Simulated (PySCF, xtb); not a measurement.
CH10N2Si3, SMILES [SiH2]1[Si@@H](N[SiH2]C1)N.

GFN2-xTB run with xtb at its own geometry gives an orbital gap of 4.47 eV and a dipole moment of 1.77 D.

Geometry optimised at PBE0-D3(BJ)/def2-SVP. The structure was generated by enumeration; whether it is a known compound was not checked. One conformer was computed; it need not be the lowest.

What does CAM-B3LYP/def2-TZVP run with PySCF give? (Estimate from the structure and the level; the computed values follow.)

gap 9.51 eV (levels -8.47 and 1.04 eV), dipole 1.77 D.
